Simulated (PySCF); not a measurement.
BrClH2O2Sn. Atoms are numbered in the order given.

```xyz
7

O     -1.0266    -1.6960     1.0744
Sn     0.2033    -0.4300     0.2293
O      1.5708    -1.5198    -0.6654
Cl     1.2536     0.9322     1.8052
Br    -1.0746     0.9974    -1.3084
H     -0.5700    -2.5227     1.2812
H      2.3507    -1.0054    -0.9099
```

Coordinates come from a PBE0-D3(BJ)/def2-SVP optimisation. The structure was generated by enumeration; whether it is a known compound was not checked. The def2 effective core potentials stand for the cores of Sn; spin–orbit coupling is left out. The values are those of a single conformer.

Level of theory: ωB97X/def2-TZVP (PySCF).

Atomic charges (e):

```tsv
atom	Mulliken	Löwdin
O1	-0.64	-0.31
Sn2	1.19	0.13
O3	-0.64	-0.32
Cl4	-0.32	0.05
Br5	-0.26	0.11
H6	0.34	0.17
H7	0.33	0.17
```
